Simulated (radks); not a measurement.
Values are calculated unless marked as measured or tabulated.
The caesium ion Cs12+, configuration [Kr] 4d6 5d1 (not the ground configuration). Code: a radial shooting solver on a logarithmic mesh with Libxc functionals. Model: scalar-relativistic Kohn-Sham, PBE, spin-polarised, spherical densities, finite nucleus; open shells are filled with parallel spins first (spin-orbit coupling, left out, can overturn this in heavy ions); Fermi nuclear charge, rms radius 4.8041 fm.

Local quantities along the radius. ELF = 1/(1 + alpha^2) is the electron localisation function; alpha = (tau - tau_W)/tau_unif compares the Pauli kinetic energy density with that of the uniform gas (summed over spins). tau is taken from the large components.

```
   r/bohr * ELF (the largest magnitude, 0.999, reaches the edge; | marks zero)
 0.001046 |                                                      *
 0.001373 |                                                      *
 0.001802 |                                                      *
 0.002384 |                                                      *
 0.003129 |                                                      *
 0.004107 |                                                      *
  0.00539 |                                                      *
 0.007075 |                                                      *
 0.009287 |                                                      *
  0.01229 |                                                     *
  0.01613 |                                                   *
  0.02117 |                                             *
  0.02779 |                             *
  0.03648 |                 *
  0.04788 |                     *
  0.06284 |                                   *
  0.08315 |                                        *
   0.1091 |                               *
   0.1433 |                 *
    0.188 |                          *
   0.2468 |                                        *
    0.324 |                                   *
   0.4286 |           *
   0.5626 |                           *
   0.7385 |                                           *
   0.9694 |                                *
    1.272 |    *
     1.67 |   *
     2.21 |  *
      2.9 *
    3.807 *
```

On this mesh the ELF has minima near r = 0.036, 0.14, 0.43 bohr, which separate the shells, and maxima near 0.083 (0.75), 0.28 (0.76), 0.74 (0.80).

Self-consistent cycle (total energy in hartree, residual of the potential): 1: -7694.344465, 3e+01; 2: -7720.790461, 2e+01; 3: -7735.080075, 7e-01; 4: -7735.131026, 4e-01; 5: -7735.121176, 2e-02; 6: -7735.121369, 3e-03; 7: -7735.121415, 2e-04; 8: -7735.121417, 1e-05; 9: -7735.121417, 4e-06; 10: -7735.121417, 3e-06; 11: -7735.121417, 2e-06; 12: -7735.121417, 9e-08; 13: -7735.121417, 2e-08; 14: -7735.121417, 2e-09.
